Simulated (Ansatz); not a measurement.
Reaction (ligand exchange at a Zn–O bond): `C[O][ZnH]` + `[OH][GeH3]` → `[ZnH][O][GeH3]` + CH₃OH

Computed with Ansatz on PBE0-D4/def2-TZVP structures; ΔE is electronic, products minus reactants. CCSD(T)/CBS is the MP2 limit (def2-TZVPP, def2-QZVPP) plus CCSD(T) − MP2 in def2-TZVPP, frozen cores. This one scheme is used for every species. DFT in def2-TZVPP. For Ge, Zn outer-core shells are correlated without core-valence functions, which leaves a few kJ/mol of doubt a bond. Scalar relativity is left out up to krypton.

| level | ΔE (kJ/mol) |
| --- | --- |
| revPBE-D4 | -17.3 |
| BLYP-D4 | -18.0 |
| r2SCAN0-D4 | -23.3 |
| CCSD/def2-TZVPP | -25.5 |

Task: What does CCSD(T)/CBS give? (Estimate.)

Result: Ansatz gave: -25.3 kJ/mol. The listed levels differ from it by 8.0, 7.3, 2.0, -0.2 kJ/mol.

Largest T1 diagnostic among the species: 0.017.

At CCSD(T), def2-SVP lies −6.6 kJ/mol from the extrapolated value and def2-TZVPP −0.2 kJ/mol. From PBE to PBE0 (25 % exact exchange), in def2-TZVPP and without D4, ΔE moves by −3.4 kJ/mol. Leaving LDA and LC-ωPBE aside and taking each functional with its dispersion term where it has one, the values, not all of them listed here, spread over 7.7 kJ/mol, from BHLYP-D4 to revPBE-D4.
